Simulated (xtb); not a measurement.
xtb job for 5,5-difluorooxolan-3-one (C₄H₄F₂O₂), SMILES C1C(COC1(F)F)=O, GFN2-xTB. 

```
$ xtb mol.xyz --gfn 2 --ohess tight --chrg 0 --uhf 0 --json
$ cat mol.xyz
12

O     -2.08160000    -0.89680000     0.62950000
C     -1.01170000    -0.36090000     0.19770000
C     -0.90200000     0.98640000    -0.43520000
O      0.48970000     1.02800000    -0.82290000
C      1.12820000     0.13310000     0.00320000
F      1.46310000     0.81640000     1.10510000
F      2.34080000    -0.18230000    -0.67910000
C      0.31900000    -1.01580000     0.24710000
H     -1.55750000     1.09570000    -1.25030000
H     -1.08150000     1.79830000     0.36770000
H      0.52560000    -1.50510000     1.19210000
H      0.37950000    -1.75370000    -0.57120000
```

It prints:

```
[banner left out]
          |                Calculation Setup                |
           -------------------------------------------------



           -------------------------------------------------
          |                 G F N 2 - x T B                 |
           -------------------------------------------------

        Reference                      10.1021/acs.jctc.8b01176
      * Hamiltonian:
        H0-scaling (s, p, d)           1.850000    2.230000    2.230000
        zeta-weighting                 0.500000
      * Dispersion:
        s8                             2.700000
        a1                             0.520000
        a2                             5.000000
        s9                             5.000000
      * Repulsion:
        kExp                           1.500000    1.000000
        rExp                           1.000000
      * Coulomb:
        alpha                          2.000000
        third order                    shell-resolved
        anisotropic                    true
        a3                             3.000000
        a5                             4.000000
        cn-shift                       1.200000
        cn-exp                         4.000000
        max-rad                        5.000000


          ...................................................
          :                      SETUP                      :
          :.................................................:
          :  # basis functions                  36          :
          :  # atomic orbitals                  36          :
          :  # shells                           20          :
          :  # electrons                        46          :
          :  max. iterations                   250          :
          :  Hamiltonian                  GFN2-xTB          :
          :  restarted?                      false          :
          :  GBSA solvation                  false          :
[...]
        28                          0.0360092               0.9799
        29                          0.0473834               1.2894
        30                          0.1118156               3.0427
        31                          0.1471006               4.0028
        32                          0.1617670               4.4019
        33                          0.1760009               4.7892
        34                          0.2029544               5.5227
       ...                                ...                  ...
        36                          0.6259806              17.0338
      -------------------------------------------------------------
                  HL-Gap            0.1492709 Eh            4.0619 eV
             Fermi-level           -0.3728957 Eh          -10.1470 eV

     #   Z          covCN         q      C6AA      α(0)
     1   8 O        0.856    -0.307    19.904     5.982
     2   6 C        2.827     0.233    23.125     7.880
     3   6 C        3.740     0.041    19.956     6.374
     4   8 O        1.705    -0.286    18.754     5.847
     5   6 C        3.468     0.458    15.714     5.953
     6   9 F        0.788    -0.228    11.524     4.010
     7   9 F        0.788    -0.218    11.425     3.993
     8   6 C        3.815    -0.118    22.745     6.788
     9   1 H        0.924     0.102     1.767     2.079
    10   1 H        0.924     0.099     1.797     2.096
    11   1 H        0.924     0.112     1.681     2.028
    12   1 H        0.924     0.112     1.682     2.028

 Mol. C6AA /au·bohr⁶  :       1493.553691
 Mol. C8AA /au·bohr⁸  :      33069.375432
 Mol. α(0) /au        :         55.056734


Wiberg/Mayer (AO) data.
largest (>0.10) Wiberg bond orders for each atom

 ---------------------------------------------------------------------------
     #   Z sym  total        # sym  WBO       # sym  WBO       # sym  WBO
 ---------------------------------------------------------------------------
     1   8 O    2.126 --     2 C    1.898
     2   6 C    3.934 --     1 O    1.898     8 C    0.985     3 C    0.977
     3   6 C    3.930 --     2 C    0.977     4 O    0.962     9 H    0.942
                            10 H    0.939
     4   8 O    2.140 --     5 C    1.025     3 C    0.962
     5   6 C    3.871 --     4 O    1.025     8 C    0.964     7 F    0.932
                             6 F    0.919
     6   9 F    1.047 --     5 C    0.919
     7   9 F    1.056 --     5 C    0.932
     8   6 C    3.989 --     2 C    0.985     5 C    0.964    11 H    0.944
                            12 H    0.941
     9   1 H    0.990 --     3 C    0.942
    10   1 H    0.990 --     3 C    0.939
    11   1 H    0.988 --     8 C    0.944
    12   1 H    0.988 --     8 C    0.941
 ---------------------------------------------------------------------------

Topologies differ in total number of bonds
Writing topology from bond orders to xtbtopo.mol

molecular dipole:
                 x           y           z       tot (Debye)
 q only:       -0.637      -0.132      -0.014
   full:       -0.588      -0.126      -0.012       1.529
molecular quadrupole (traceless):
                xx          xy          yy          xz          yz          zz
 q only:       -6.880      -7.126       4.279       2.329      -0.584       2.601
  q+dip:      -10.114      -8.680       5.781       2.984      -0.372       4.334
   full:       -9.727      -8.624       5.182       2.924      -0.052       4.545

           -------------------------------------------------
          |                Geometry Summary                 |
           -------------------------------------------------

      molecular mass/u    :      122.0703228
   center of mass at/Å    :        0.3463495       0.0716075      -0.0082360
  moments of inertia/u·Å² :        0.1220164E+03   0.3248030E+03   0.3531635E+03
rotational constants/cm⁻¹ :        0.1381588E+00   0.5190109E-01   0.4773323E-01

 * 10 selected distances

     #   Z          #   Z                                           value/Å
     1   8 O        2   6 C                                       1.1942519
     3   6 C        4   8 O                                       1.4183752
     4   8 O        5   6 C                                       1.3605510
     5   6 C        6   9 F                                       1.3637181
     5   6 C        7   9 F                                       1.3557455
     5   6 C        8   6 C                                       1.5265058 (max)
     3   6 C        9   1 H                                       1.0944539
     3   6 C       10   1 H                                       1.0961119
     8   6 C       11   1 H                                       1.0902865 (min)
     8   6 C       12   1 H                                       1.0908650

 * 4 distinct bonds (by element types)

   Z      Z             #   av. dist./Å        max./Å        min./Å
   1 H    6 C           4     1.0929293     1.0961119     1.0902865
   6 C    6 C           1     1.5265058     1.5265058     1.5265058
   6 C    8 O           3     1.3243927     1.4183752     1.1942519
   6 C    9 F           2     1.3597318     1.3637181     1.3557455

           -------------------------------------------------
          |               Frequency Printout                |
           -------------------------------------------------
 projected vibrational frequencies (cm⁻¹)
eigval :       -0.00    -0.00    -0.00     0.00     0.00     0.00
eigval :       23.22    90.65   326.88   369.40   408.91   443.25
eigval :      469.05   540.97   591.70   652.69   753.60   852.29
eigval :      869.08   899.66  1011.54  1040.57  1083.51  1108.34
eigval :     1127.40  1136.10  1166.23  1244.35  1254.90  1382.72
eigval :     1416.62  1829.41  2919.51  2948.55  2996.58  3006.96
 reduced masses (amu)
   1: 14.33   2: 14.13   3: 17.15   4: 14.29   5: 14.38   6: 16.23   7: 14.00   8: 10.81
   9: 13.58  10: 16.79  11: 15.50  12:  8.63  13: 15.31  14: 13.09  15: 15.40  16: 15.15
  17:  6.24  18: 12.15  19:  9.83  20:  8.72  21:  8.56  22: 11.94  23: 13.05  24:  5.91
  25:  6.41  26:  6.09  27: 10.90  28:  7.49  29:  5.79  30:  2.02  31:  1.86  32: 13.46
  33:  1.91  34:  1.56  35:  1.94  36:  1.58
 IR intensities (km·mol⁻¹)
   1:  0.11   2:  0.09   3:  0.14   4:  0.05   5:  0.03   6:  0.16   7:  2.30   8: 22.89
   9:  3.55  10:  9.94  11: 36.26  12:  1.64  13:  3.12  14:  5.89  15:  3.06  16:  4.72
  17:  1.86  18: 22.62  19:  6.50  20: 59.36  21:125.14  22: 60.65  23: 36.41  24:120.50
  25:118.28  26:116.23  27:225.05  28:154.09  29: 30.15  30: 42.16  31: 28.16  32:354.57
Molecule has no symmetry elements
It seems to be the C1 point group
  33:  2.46  34:  5.16  35:  1.32  36:  3.21
 Raman intensities (Ä⁴*amu⁻¹)
   1:  0.00   2:  0.00   3:  0.00   4:  0.00   5:  0.00   6:  0.00   7:  0.00   8:  0.00
   9:  0.00  10:  0.00  11:  0.00  12:  0.00  13:  0.00  14:  0.00  15:  0.00  16:  0.00
  17:  0.00  18:  0.00  19:  0.00  20:  0.00  21:  0.00  22:  0.00  23:  0.00  24:  0.00
  25:  0.00  26:  0.00  27:  0.00  28:  0.00  29:  0.00  30:  0.00  31:  0.00  32:  0.00
  33:  0.00  34:  0.00  35:  0.00  36:  0.00
 output can be read by thermo (or use thermo option).
 writing <g98.out> molden fake output.
 recommended (thermochemical) frequency scaling factor: 1.0
           -------------------------------------------------
          |             Thermodynamic Functions             |
           -------------------------------------------------

c1  symmetry found (for desy threshold:  0.10E+00) used in thermo

          ...................................................
          :                      SETUP                      :
          :.................................................:
          :  # frequencies                          30      :
          :  # imaginary freq.                       0      :
          :  linear?                             false      :
          :  only rotor calc.                    false      :
          :  symmetry                               c1      :
          :  rotational number                       1      :
          :  scaling factor                  1.0000000      :
          :  rotor cutoff                   50.0000000 cm⁻¹ :
          :  imag. cutoff                  -20.0000000 cm⁻¹ :
          :.................................................:

    mode    ω/cm⁻¹     T·S(HO)/kcal·mol⁻¹    T·S(FR)/kcal·mol⁻¹   T·S(vib)
   ------------------------------------------------------------------------
       1     23.22    -1.88973 (  4.44%)    -1.28302 ( 95.56%)    -1.30997
       2     90.65    -1.08708 ( 91.53%)    -0.88010 (  8.47%)    -1.06954
   ------------------------------------------------------------------------

   temp. (K)  partition function   enthalpy   heat capacity  entropy
                                   cal/mol     cal/K/mol   cal/K/mol   J/K/mol
 298.15  VIB   79.6                 2623.756     18.276     15.496
         ROT  0.286E+06              888.752      2.981     27.947
         INT  0.227E+08             3512.508     21.257     43.443
         TR   0.130E+28             1481.254      4.968     40.294
         TOT                        4993.7620    26.2251    83.7368   350.3548

       T/K    H(0)-H(T)+PV         H(T)/Eh          T*S/Eh         G(T)/Eh
   ------------------------------------------------------------------------
    298.15    0.795807E-02    0.853352E-01    0.397861E-01    0.455491E-01
   ------------------------------------------------------------------------

         :::::::::::::::::::::::::::::::::::::::::::::::::::::
         ::                  THERMODYNAMIC                  ::
         :::::::::::::::::::::::::::::::::::::::::::::::::::::
         :: total free energy         -28.160946154800 Eh   ::
         ::.................................................::
         :: total energy              -28.206495258495 Eh   ::
         :: zero point energy           0.077377100088 Eh   ::
         :: G(RRHO) w/o ZPVE           -0.031827996392 Eh   ::
         :: G(RRHO) contrib.            0.045549103696 Eh   ::
         :::::::::::::::::::::::::::::::::::::::::::::::::::::

optimized geometry written to: xtbopt.xyz


           -------------------------------------------------
          | TOTAL ENERGY              -28.206495258495 Eh   |
          | TOTAL ENTHALPY            -28.121160092116 Eh   |
          | TOTAL FREE ENERGY         -28.160946154800 Eh   |
          | GRADIENT NORM               0.000303404005 Eh/α |
          | HOMO-LUMO GAP               4.061868757117 eV   |
           -------------------------------------------------

------------------------------------------------------------------------
Note: The following floating-point exceptions are signalling: IEEE_UNDERFLOW_FLAG IEEE_DENORMAL
normal termination of xtb
------------------------------------------------------------------------
 total:
 SCF:
 ANC optimizer:
 analytical hessian:
```

The run converged.

Cost: very roughly 0.6 core-seconds.
